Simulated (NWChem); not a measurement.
System: SiCl₃, doublet; SMILES Cl[Si](Cl)Cl

The following NWChem deck was run.

```
start job
memory heap 200 mb stack 700 mb global 900 mb
geometry units angstroms noautosym nocenter noautoz
  Cl     1.882479    -0.464875    -0.150652
  Si     0.000000     0.000000     0.544603
  Cl    -1.343833    -1.397837    -0.150652
  Cl    -0.538646     1.862712    -0.150652
end
basis spherical
  Cl library pcj-2
  Si library pcj-2
end
dft
  odft
  mult 2
  xc xpbe96 cpbe96
  iterations 150
  semidirect filesize 400000000
end
property
  hyperfine
end
task dft property
```

Parts of the log:

```
             Northwest Computational Chemistry Package (NWChem) 7.3.0
             --------------------------------------------------------

                             Geometry "geometry" -> ""
                             -------------------------

 Output coordinates in angstroms (scale by  1.889725989 to convert to a.u.)

  No.       Tag          Charge          X              Y              Z
 ---- ---------------- ---------- -------------- -------------- --------------
    1 Cl                  17.0000     1.88247900    -0.46487500    -0.15065200
    2 Si                  14.0000     0.00000000     0.00000000     0.54460300
    3 Cl                  17.0000    -1.34383300    -1.39783700    -0.15065200
    4 Cl                  17.0000    -0.53864600     1.86271200    -0.15065200

 Effective nuclear repulsion energy (a.u.)     320.0298878151

  pbe96 is a nonlocal functional; adding pw91lda local functional.
                              NWChem Property Module
                              ----------------------

  itol2e modified to match energy
  convergence criterion.

                                 NWChem DFT Module
                                 -----------------

 Summary of "ao basis" -> "ao basis" (spherical)
 ------------------------------------------------------------------------------
       Tag                 Description            Shells   Functions and Types
 ---------------- ------------------------------  ------  ---------------------
 Cl                          pcj-2                  18       54   7s6p3d2f
 Si                          pcj-2                  18       54   7s6p3d2f

  itol2e modified to match energy
  convergence criterion.

            General Information
            -------------------
          SCF calculation type: DFT
          Wavefunction type:  spin polarized.
          No. of atoms     :     4
          No. of electrons :    65
           Alpha electrons :    33
            Beta electrons :    32
          Charge           :     0
          Spin multiplicity:     2
          Use of symmetry is: off; symmetry adaption is: off
          Maximum number of iterations: 150
          AO basis - number of functions:   216
                     number of shells:    72
          Convergence on energy requested:  1.00D-07
          Convergence on density requested:  1.00D-05
          Convergence on gradient requested:  5.00D-04

              XC Information
              --------------
          PerdewBurkeErnzerhof Exchange Functional  1.000
            Perdew 1991 LDA Correlation Functional  1.000 local
           PerdewBurkeErnz. Correlation Functional  1.000 non-local

             Grid Information
             ----------------
          Grid used for XC integration:  fine
          Radial quadrature: Mura-Knowles
          Angular quadrature: Lebedev.
          Tag              B.-S. Rad. Rad. Pts. Rad. Cut. Ang. Pts.
          ---              ---------- --------- --------- ---------
          Cl                  1.00      123          11.0       770
          Si                  1.10      123           9.0       770
          Grid pruning is: on
          Number of quadrature shells:   492
          Spatial weights used:  Erf1

      Superposition of Atomic Density Guess
      -------------------------------------

 Sum of atomic energies:       -1663.77907810

      Non-variational initial energy
      ------------------------------

 Total energy =   -1664.548280
 1-e energy   =   -2939.400683
 2-e energy   =     954.822515
 HOMO         =      -0.163953
 LUMO         =       0.070908

------------------------------------------------------------
EAF file 0: "./job.aoints.0" size=250609664 bytes
------------------------------------------------------------
               write      read    awrite     aread      wait
               -----      ----    ------     -----      ----
     calls:      478         0         0         0         0
   data(b): 2.51e+08  0.00e+00  0.00e+00  0.00e+00
   time(s): 0.00e+00  0.00e+00  0.00e+00  0.00e+00  0.00e+00
rate(mb/s): 0.00e+00  0.00e+00
------------------------------------------------------------

   convergence    iter        energy       DeltaE   RMS-Dens  Diis-err
 ---------------- ----- ----------------- --------- --------- ---------
 d= 0,ls=0.0,diis     1  -1665.9827432028 -1.99D+03  4.20D-03  3.08D+00
                                                     3.07D-03  3.07D+00
 d= 0,ls=0.0,diis     2  -1665.8154615748  1.67D-01  5.85D-03  5.03D-01
                                                     4.52D-03  4.98D-01
 d= 0,ls=0.0,diis     3  -1665.6059673451  2.09D-01  3.80D-03  8.69D-01
                                                     2.46D-03  8.37D-01
 d= 0,ls=0.0,diis     4  -1666.0852195534 -4.79D-01  4.38D-04  2.04D-03
                                                     2.21D-04  1.78D-03
 d= 0,ls=0.0,diis     5  -1666.0860709992 -8.51D-04  8.13D-05  5.72D-04
                                                     7.27D-05  5.69D-04
  Resetting Diis
 d= 0,ls=0.0,diis     6  -1666.0863385494 -2.68D-04  2.50D-05  3.75D-05
                                                     2.09D-05  3.54D-05
 d= 0,ls=0.0,diis     7  -1666.0863558680 -1.73D-05  8.78D-06  2.38D-06
                                                     8.10D-06  2.50D-06
 d= 0,ls=0.0,diis     8  -1666.0863555970  2.71D-07  4.93D-06  3.07D-06
                                                     4.31D-06  2.93D-06
 d= 0,ls=0.0,diis     9  -1666.0863568725 -1.28D-06  4.19D-07  1.15D-08
                                                     2.87D-07  1.23D-08
 d= 0,ls=0.0,diis    10  -1666.0863568768 -4.37D-09  1.44D-07  1.10D-09
                                                     1.69D-07  1.06D-09

         Total DFT energy =    -1666.086356876822
      One electron energy =    -2940.560781178694
           Coulomb energy =     1058.598411980474
    Exchange-Corr. energy =     -104.153875493658
 Nuclear repulsion energy =      320.029887815056

 Numeric. integr. density =       65.000000007768

                    DFT Final Alpha Molecular Orbital Analysis
                    ------------------------------------------

 Vector   31  Occ=1.000000D+00  E=-3.128239D-01
              MO Center= -3.7D-01, -5.2D-01, -8.7D-02, r^2= 4.5D+00
   Bfn.  Coefficient  Atom+Function         Bfn.  Coefficient  Atom+Function
  ----- ------------  ---------------      ----- ------------  ---------------
   130      0.330533  3 Cl pz               127      0.206614  3 Cl pz
    22     -0.185978  1 Cl pz               128     -0.182820  3 Cl px
    20     -0.171946  1 Cl px               129     -0.171745  3 Cl py
   133      0.162470  3 Cl pz               121     -0.148834  3 Cl pz
   183     -0.149465  4 Cl py               184     -0.144552  4 Cl pz

 Vector   32  Occ=1.000000D+00  E=-2.993101D-01
              MO Center= -2.3D-05, -3.3D-05, -1.4D-01, r^2= 4.9D+00
   Bfn.  Coefficient  Atom+Function         Bfn.  Coefficient  Atom+Function
  ----- ------------  ---------------      ----- ------------  ---------------
    21      0.318733  1 Cl py               182     -0.315385  4 Cl px
   128      0.236682  3 Cl px               129     -0.227538  3 Cl py
    18      0.196914  1 Cl py               179     -0.194845  4 Cl px
    24      0.155503  1 Cl py               185     -0.153869  4 Cl px
   125      0.146223  3 Cl px                12     -0.141703  1 Cl py

 Vector   33  Occ=1.000000D+00  E=-2.237459D-01
              MO Center= -1.2D-06, -1.7D-06,  6.7D-01, r^2= 3.7D+00
   Bfn.  Coefficient  Atom+Function         Bfn.  Coefficient  Atom+Function
  ----- ------------  ---------------      ----- ------------  ---------------
    61      0.620184  2 Si s                 76      0.344631  2 Si pz
    60      0.305534  2 Si s                 22     -0.196457  1 Cl pz
    73      0.196675  2 Si pz               130     -0.196458  3 Cl pz
   184     -0.196457  4 Cl pz                25     -0.164089  1 Cl pz
   133     -0.164089  3 Cl pz               187     -0.164089  4 Cl pz

 Vector   34  Occ=0.000000D+00  E=-4.556849D-02
              MO Center=  1.8D-06,  7.9D-07, -6.1D-02, r^2= 4.5D+00
   Bfn.  Coefficient  Atom+Function         Bfn.  Coefficient  Atom+Function
  ----- ------------  ---------------      ----- ------------  ---------------
    61      0.901299  2 Si s                 76     -0.606898  2 Si pz
    60      0.471337  2 Si s                 79     -0.353081  2 Si pz
     7     -0.344660  1 Cl s                115     -0.344657  3 Cl s
   169     -0.344658  4 Cl s                 23      0.327408  1 Cl px
   186      0.323969  4 Cl py               132     -0.243116  3 Cl py

 Vector   35  Occ=0.000000D+00  E=-3.263486D-02
              MO Center=  7.6D-04, -7.7D-04,  5.3D-01, r^2= 4.5D+00
   Bfn.  Coefficient  Atom+Function         Bfn.  Coefficient  Atom+Function
  ----- ------------  ---------------      ----- ------------  ---------------
    74      0.799093  2 Si px                77      0.658199  2 Si px
     7     -0.571525  1 Cl s                115      0.425157  3 Cl s
   132      0.244162  3 Cl py               185     -0.217152  4 Cl px
    23      0.206104  1 Cl px                20      0.185093  1 Cl px
    71      0.177591  2 Si px               129      0.169781  3 Cl py

 Vector   36  Occ=0.000000D+00  E=-3.263480D-02
              MO Center= -7.7D-04,  7.7D-04,  5.3D-01, r^2= 4.5D+00
   Bfn.  Coefficient  Atom+Function         Bfn.  Coefficient  Atom+Function
  ----- ------------  ---------------      ----- ------------  ---------------
    75      0.799093  2 Si py                78      0.658199  2 Si py
   169     -0.575433  4 Cl s                115      0.414479  3 Cl s
   131      0.244575  3 Cl px                24     -0.218858  1 Cl py
   186      0.204400  4 Cl py               183      0.183917  4 Cl py
    72      0.177591  2 Si py               128      0.167280  3 Cl px

                     DFT Final Beta Molecular Orbital Analysis
                     -----------------------------------------

[...]

          ----------------------
          Hyperfine Interactions
          ----------------------

 Total Spin Density (Fermi Contact Term)
 ------------------ --------------------
     Atom            x         y         z       Density (a.u.)      Aiso(MHz)     Aiso(Gauss)
     1  35-Cl     3.55737  -0.87849  -0.28469       0.066399         29.113270      10.388321
     2  29-Si     0.00000   0.00000   1.02915       1.295244      -1151.119691    -410.747436
     3  35-Cl    -2.53948  -2.64153  -0.28469       0.066398         29.112999      10.388224
     4  35-Cl    -1.01789   3.52002  -0.28469       0.066398         29.113179      10.388289

           -------------------------------------------
           Anisotropic Interaction (Spin-Dipolar Term)
           -------------------------------------------

 ------------------------------------------------------------
     Atom            x         y         z
 ------------------------------------------------------------
     1  35-Cl     3.55737  -0.87849  -0.28469

   Spin-Dipolar term (a.u.)
        xx             yy             zz             xy             xz             yz
 ------------------------------------------------------------------------------------------
      -0.043610      -0.397898       0.441508      -0.093174      -0.565880       0.139744

   Principal Comp. of -hf- tensor (au)            Anisotropic -hfcc- (MHz)               Anisotropic -hfcc- (Gauss)
 --------------------------------------------------------------------------------------------------------------------------
     -0.416551    -0.420908     0.837459     -21.801300   -22.029313    43.830612      -7.779233    -7.860593    15.639826

   Orientation of the principal axis of Hyperfine Tensor w.r.t absolute (molecular) frame
 --------------------------------------------------------------------------------------------------------------------------
      0.803033     0.239875    -0.545526
     -0.198471     0.970804     0.134718
      0.561914     0.000088     0.827196

 ------------------------------------------------------------
     Atom            x         y         z
 ------------------------------------------------------------
     2  29-Si     0.00000   0.00000   1.02915

   Spin-Dipolar term (a.u.)
        xx             yy             zz             xy             xz             yz
 ------------------------------------------------------------------------------------------
      -0.498613      -0.498613       0.997226      -0.000000       0.000002       0.000002

   Principal Comp. of -hf- tensor (au)            Anisotropic -hfcc- (MHz)               Anisotropic -hfcc- (Gauss)
 --------------------------------------------------------------------------------------------------------------------------
     -0.498613    -0.498613     0.997226      52.894869    52.894892  -105.789761      18.874173    18.874181   -37.748353

   Orientation of the principal axis of Hyperfine Tensor w.r.t absolute (molecular) frame
 --------------------------------------------------------------------------------------------------------------------------
      0.953460     0.301518     0.000001
     -0.301518     0.953460     0.000001
     -0.000001    -0.000001     1.000000

 ------------------------------------------------------------
     Atom            x         y         z
 ------------------------------------------------------------
     3  35-Cl    -2.53948  -2.64153  -0.28469

   Spin-Dipolar term (a.u.)
        xx             yy             zz             xy             xz             yz
 ------------------------------------------------------------------------------------------
      -0.228638      -0.212874       0.441511       0.199998       0.403963       0.420197

   Principal Comp. of -hf- tensor (au)            Anisotropic -hfcc- (MHz)               Anisotropic -hfcc- (Gauss)
 --------------------------------------------------------------------------------------------------------------------------
     -0.416553    -0.420909     0.837462     -21.801389   -22.029392    43.830781      -7.779265    -7.860622    15.639886

   Orientation of the principal axis of Hyperfine Tensor w.r.t absolute (molecular) frame
 --------------------------------------------------------------------------------------------------------------------------
      0.573272    -0.720904     0.389431
      0.596332     0.693035     0.405080
     -0.561913     0.000009     0.827196

 ------------------------------------------------------------
     Atom            x         y         z
 ------------------------------------------------------------
     4  35-Cl    -1.01789   3.52002  -0.28469

   Spin-Dipolar term (a.u.)
        xx             yy             zz             xy             xz             yz
 ------------------------------------------------------------------------------------------
      -0.390017      -0.051492       0.441508      -0.106826       0.161920      -0.559938

   Principal Comp. of -hf- tensor (au)            Anisotropic -hfcc- (MHz)               Anisotropic -hfcc- (Gauss)
 --------------------------------------------------------------------------------------------------------------------------
     -0.420908    -0.416551     0.837459     -22.029315   -21.801298    43.830614      -7.860594    -7.779232    15.639827

   Orientation of the principal axis of Hyperfine Tensor w.r.t absolute (molecular) frame
 --------------------------------------------------------------------------------------------------------------------------
      0.960650    -0.229751     0.156096
      0.277761     0.794649    -0.539798
     -0.000022     0.561914     0.827196
```

Level: PBE/pcJ-2, spin-unrestricted, contact and dipolar terms. In the optimisation the excess spin sits in a (C3, its own frame). All runs use the structure optimised with PBE0/def2-SVP, spin-unrestricted. No stability test was run on the SCF state.
